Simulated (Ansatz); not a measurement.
```xyz
13

N     1.749   -0.370   -1.002
Si    0.839   -0.418    0.434
N    -0.194   -1.772    0.293
O    -0.151    0.855    0.747
Si   -1.489    1.571    0.141
H     2.625    0.123   -1.046
H     1.314   -0.454   -1.906
H     1.826   -0.396    1.540
H     0.178   -2.663    0.006
H    -0.980   -1.882    0.913
H    -2.710    0.824    0.546
H    -1.567    2.952    0.680
H    -1.439    1.629   -1.345
```

Charge 0, multiplicity 1.

**Question.** List the ωB97M-V/def2-TZVPP orbital energies in eV (the Gaussian-basis code of Ansatz). (An estimate is asked.)

**Answer.** Ansatz gave: Occupied: -1807.32, -1807.26, -525.77, -393.93, -393.92, -148.25, -148.22, -102.39, -102.37, -102.35, -102.35, -102.34, -102.32, -30.39, -26.65, -26.04, -18.83, -16.88, -16.37, -16.21, -14.64, -14.26, -13.88, -13.08, -12.15, -11.16, -11.07, -10.12, -9.95. Lowest empty: 1.95, 2.66, 2.77, 3.39, 3.53, 3.79, 3.94, 4.35.
